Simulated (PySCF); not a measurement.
SMILES [SiH3][Be][CH3] (CH6BeSi) (CAM-B3LYP/def2-SVP optimised geometry):

```
9

Be     0.330    -0.346     0.000
C      2.001    -0.346     0.003
H      2.416    -1.017     0.777
H      2.419     0.657     0.198
H      2.421    -0.681    -0.963
Si    -1.852    -0.346     0.000
H     -2.420     1.038     0.000
H     -2.419    -1.037     1.199
H     -2.421    -1.038    -1.198
```

Calculation: PySCF with CAM-B3LYP/def2-TZVP.

Question: What are the frontier orbital energies and the dipole moment?

Answer: HOMO-2 -10.84 eV, HOMO-1 -10.52 eV, HOMO -9.00 eV, LUMO 0.10 eV, LUMO+1 0.11 eV; dipole moment 1.18 D.

On the same geometry PBE/def2-TZVP run with PySCF gives HOMO-2 -8.13 eV, HOMO-1 -7.70 eV, HOMO -6.51 eV, LUMO -1.71 eV, LUMO+1 -1.71 eV; dipole moment 1.15 D.

Meta-Löwdin charges at CAM-B3LYP/def2-TZVP: Be1 1.09, C2 -0.99, H3 0.12, H4 0.12, H5 0.12, Si6 -0.22, H7 -0.08, H8 -0.08, H9 -0.08.
